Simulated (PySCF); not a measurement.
Simulation results for CH7B2Ge, CH8B2Ge, CH6BClGe, CH7BGeO and others

Computed with PySCF 2.14.0. Calculation on a computer-drawn molecule: the log of a Hartree-Fock and frozen-core CCSD(T) single point meant for a local Hartree-Fock minimum, with one planted fault or none, to be diagnosed. Offsets are logged minus clean, where the clean run is the same molecule without the fault. The reference is restricted for singlets and unrestricted otherwise, and also for a bond in bohr or an excited solution. Adding or removing an electron swaps singlet and doublet. The excited solution moves the top pair (singlet) or top alpha electron (doublet) to the lowest empty orbital. Highest occupied and lowest empty are orbital energies over both spins, largest force is the largest gradient component, triples share is (T) over the correlation energy, the T1 limit is 0.02 restricted and 0.045 unrestricted, electrons count all cores, a negative frequency is imaginary (commonest isotopes), and the dipole is about the centre of nuclear charge; on germanium a core potential holds 10 electrons, which the energies leave out, and 3d is frozen in MP2 and coupled-cluster steps.

Common to all runs: meant multiplicity 1; meant basis and core potential on germanium cc-pVDZ-PP ECP10MDF; logged SCF converged yes; logged CC converged yes; logged SCF stable within its kind yes; possible faults no fault, one electron removed, one electron added, multiplicity raised by two, geometry at a saddle point, SCF held on an excited solution, minimal basis STO-3G, one bond length entered in bohr, all coordinates scaled.

(1) CH7B2Ge

Logged structure:
```xyz
11
CH7B2Ge
B      0.9777    -1.5360    -0.9850
C      0.2520    -1.6403     0.4383
Ge    -1.0923    -0.3065     0.7283
B     -3.1239    -0.6480     1.0383
H      1.2520    -0.4596    -1.4293
H      1.2614    -2.5351    -1.5664
H     -0.1048    -2.6351     0.6975
H      1.0594    -1.3534     1.1355
H     -0.5778     1.1264     0.7023
H     -3.8307    -0.7073     0.0836
H     -3.5029    -0.7695     2.1588
```

| Quantity | Value |
| --- | --- |
| meant charge | 1 |
| meant basis | cc-pVDZ |
| logged electrons | 55 |
| logged basis functions | 100 |
| logged spin squared | 0.7674 |
| logged highest occupied | -6.536 eV |
| logged lowest empty | 1.1994 eV |
| logged largest force | 0.028466 hartree/bohr |
| logged T1 diagnostic | 0.013375 |
| logged D1 diagnostic | 0.046737 |
| logged triples share | 0.027438 |
| logged dipole magnitude | 0.89725 debye |
| logged energy HF | -384.59406 hartree |
| logged energy CCSD(T) | -385.05704 hartree |
| planted fault | one electron added |
| HF energy offset from clean run | -132 kcal/mol |
| CCSD(T) energy offset from clean run | -142.5 kcal/mol |

Drawn bonds:
| atom | other atom | order |
| --- | --- | --- |
| 1 | 2 | 1 |
| 2 | 3 | 1 |
| 3 | 4 | 1 |
| 1 | 5 | 1 |
| 1 | 6 | 1 |
| 2 | 7 | 1 |
| 2 | 8 | 1 |
| 3 | 9 | 1 |
| 4 | 10 | 1 |
| 4 | 11 | 1 |

(2) CH8B2Ge

Logged structure:
```xyz
12
CH8B2Ge
B     -0.5612     2.0595     1.0976
C      0.6968     1.8073     0.2262
Ge     0.4375     0.0739    -0.7442
B      0.4800    -1.5867     0.5205
H     -1.4903     2.6992     0.6806
H     -0.6623     1.5563     2.1878
H      0.8664     2.5555    -0.5505
H      1.6125     1.6527     0.8028
H      1.6140    -0.0498    -1.7299
H     -0.8493     0.1408    -1.5825
H     -0.1409    -2.5800     0.2670
H      1.1606    -1.5799     1.5078
```

| Quantity | Value |
| --- | --- |
| meant charge | 0 |
| meant basis | cc-pVDZ |
| logged electrons | 57 |
| logged basis functions | 105 |
| logged spin squared | 0.7621 |
| logged highest occupied | -0.78434 eV |
| logged lowest empty | 6.3343 eV |
| logged largest force | 0.041525 hartree/bohr |
| logged T1 diagnostic | 0.01331 |
| logged D1 diagnostic | 0.055578 |
| logged triples share | 0.028251 |
| logged dipole magnitude | 6.2484 debye |
| logged energy HF | -385.2111 hartree |
| logged energy CCSD(T) | -385.72032 hartree |
| planted fault | one electron added |
| HF energy offset from clean run | 7.726 kcal/mol |
| CCSD(T) energy offset from clean run | -5.602 kcal/mol |

Drawn bonds:
| atom | other atom | order |
| --- | --- | --- |
| 1 | 2 | 1 |
| 2 | 3 | 1 |
| 3 | 4 | 1 |
| 1 | 5 | 1 |
| 1 | 6 | 1 |
| 2 | 7 | 1 |
| 2 | 8 | 1 |
| 3 | 9 | 1 |
| 3 | 10 | 1 |
| 4 | 11 | 1 |
| 4 | 12 | 1 |

(3) CH6BClGe

Logged structure:
```xyz
10
CH6BClGe
B     -1.2433     1.4648    -0.4260
C     -1.0496     0.1168     0.3465
Ge     0.8492    -0.2405     0.6955
Cl     1.9349    -0.2540    -1.1999
H     -1.4211     1.4825    -1.6111
H     -1.1384     3.4365     0.6971
H     -1.4822     0.1530     1.3532
H     -1.4326    -0.7588    -0.1814
H      1.5072     0.8403     1.5460
H      1.0462    -1.6258     1.3000
```

| Quantity | Value |
| --- | --- |
| meant charge | 0 |
| meant basis | cc-pV(D+d)Z |
| logged electrons | 66 |
| logged basis functions | 104 |
| logged spin squared | 0.6251 |
| logged highest occupied | -9.6331 eV |
| logged lowest empty | 1.5949 eV |
| logged largest force | 0.023614 hartree/bohr |
| logged T1 diagnostic | 0.056312 |
| logged D1 diagnostic | 0.2761 |
| logged triples share | 0.030583 |
| logged dipole magnitude | 2.9427 debye |
| logged energy HF | -818.83918 hartree |
| logged energy CCSD(T) | -819.37307 hartree |
| planted fault | one bond length entered in bohr, row 5 of the drawn bonds |
| HF energy offset from clean run | 76.19 kcal/mol |
| CCSD(T) energy offset from clean run | 74.84 kcal/mol |

Drawn bonds:
| atom | other atom | order |
| --- | --- | --- |
| 1 | 2 | 1 |
| 2 | 3 | 1 |
| 3 | 4 | 1 |
| 1 | 5 | 1 |
| 1 | 6 | 1 |
| 2 | 7 | 1 |
| 2 | 8 | 1 |
| 3 | 9 | 1 |
| 3 | 10 | 1 |

Notes: T1 above single-reference limit.

(4) CH7BGeO

Logged structure:
```xyz
11
CH7BGeO
B     -2.8218     0.6077    -0.6517
C     -1.7157     1.5223    -0.0547
Ge     1.4382    -0.4360     0.3990
O      2.1723    -0.8049    -1.1822
H     -3.5875     0.0160     0.0616
H     -2.8922     0.4238    -1.8388
H     -1.9513     1.9103     0.9404
H     -1.4192     2.3441    -0.7119
H      1.1834    -1.7422     1.1621
H      2.4803     0.4213     1.1070
H      1.6850    -1.3973    -1.7356
```

| Quantity | Value |
| --- | --- |
| meant charge | 0 |
| meant basis | cc-pVDZ |
| logged electrons | 58 |
| logged basis functions | 100 |
| logged spin squared | 0.9571 |
| logged highest occupied | -8.9206 eV |
| logged lowest empty | 0.90136 eV |
| logged largest force | 0.035574 hartree/bohr |
| logged T1 diagnostic | 0.02147 |
| logged D1 diagnostic | 0.10015 |
| logged triples share | 0.023098 |
| logged dipole magnitude | 1.4956 debye |
| logged energy HF | -434.782 hartree |
| logged energy CCSD(T) | -435.33296 hartree |
| planted fault | ? |

Drawn bonds:
| atom | other atom | order |
| --- | --- | --- |
| 1 | 2 | 1 |
| 2 | 3 | 1 |
| 3 | 4 | 1 |
| 1 | 5 | 1 |
| 1 | 6 | 1 |
| 2 | 7 | 1 |
| 2 | 8 | 1 |
| 3 | 9 | 1 |
| 3 | 10 | 1 |
| 4 | 11 | 1 |

(5) CH7BGe

Logged structure:
```xyz
10
CH7BGe
B     -0.2271     0.3794     2.3710
C     -0.0797     1.2307     1.0778
Ge    -0.0745     0.0192    -0.5003
H     -1.3140     0.0977     2.8020
H      0.7413    -0.0619     2.9312
H     -0.9136     1.9145     0.9005
H      0.8649     1.7764     1.0124
H     -1.3841    -0.7725    -0.5831
H      1.0975    -0.9655    -0.4268
H      0.0716     0.8762    -1.7612
```

| Quantity | Value |
| --- | --- |
| meant charge | 0 |
| meant basis | cc-pVDZ |
| logged electrons | 51 |
| logged basis functions | 86 |
| logged spin squared | 0.7636 |
| logged highest occupied | 0.54943 eV |
| logged lowest empty | 8.5209 eV |
| logged largest force | 0.025714 hartree/bohr |
| logged T1 diagnostic | 0.012258 |
| logged D1 diagnostic | 0.04484 |
| logged triples share | 0.027338 |
| logged dipole magnitude | 7.8105 debye |
| logged energy HF | -359.92843 hartree |
| logged energy CCSD(T) | -360.34645 hartree |
| planted fault | ? |

Drawn bonds:
| atom | other atom | order |
| --- | --- | --- |
| 1 | 2 | 1 |
| 2 | 3 | 1 |
| 1 | 4 | 1 |
| 1 | 5 | 1 |
| 2 | 6 | 1 |
| 2 | 7 | 1 |
| 3 | 8 | 1 |
| 3 | 9 | 1 |
| 3 | 10 | 1 |

Notes: highest electron not bound in this basis.

(6) CH4BClGe

Logged structure:
```xyz
8
CH4BClGe
B      0.3463     1.0424     2.1211
C      0.2236     2.0783     0.9634
Ge     1.8946     3.1660     0.6837
Cl     1.9917     4.1594     2.6721
H      0.8246    -0.0421     1.9096
H      0.0096     1.3145     3.2382
H      0.0592     1.6181    -0.0163
H     -0.5361     2.8460     1.1564
```

| Item | Value |
| --- | --- |
| meant charge | 0 |
| meant basis | cc-pV(D+d)Z |
| logged electrons | 63 |
| logged basis functions | 94 |
| logged spin squared | 0.788 |
| logged highest occupied | -16.902 eV |
| logged lowest empty | -7.3838 eV |
| logged largest force | 0.048307 hartree/bohr |
| logged T1 diagnostic | 0.026068 |
| logged D1 diagnostic | 0.1238 |
| logged triples share | 0.032929 |
| logged dipole magnitude | 4.4862 debye |
| logged energy HF | -817.4805 hartree |
| logged energy CCSD(T) | -817.96217 hartree |
| planted fault | ? |

Drawn bonds:
| atom | other atom | order |
| --- | --- | --- |
| 1 | 2 | 1 |
| 2 | 3 | 1 |
| 3 | 4 | 1 |
| 1 | 5 | 1 |
| 1 | 6 | 1 |
| 2 | 7 | 1 |
| 2 | 8 | 1 |

**Q.** Give the missing planted fault for CH7BGeO (entry 4).
**A.** one bond length entered in bohr, row 2 of the drawn bonds

**Q.** Which fault was planted in the run of CH7BGe (entry 5)?
**A.** one electron added

**Q.** Which fault was planted in the run of CH4BClGe (entry 6)?
**A.** one electron removed

Further results for CH7BGeO (entry 4):

| Property | Result |
| --- | --- |
| HF energy offset from clean run | 58.72 kcal/mol |
| CCSD(T) energy offset from clean run | 77.18 kcal/mol |

Further results for CH7BGe (entry 5):

| Item | Value |
| --- | --- |
| HF energy offset from clean run | 34.4 kcal/mol |
| CCSD(T) energy offset from clean run | 20.9 kcal/mol |

Further results for CH4BClGe (entry 6):

| Item | Value |
| --- | --- |
| HF energy offset from clean run | 193.1 kcal/mol |
| CCSD(T) energy offset from clean run | 207.2 kcal/mol |
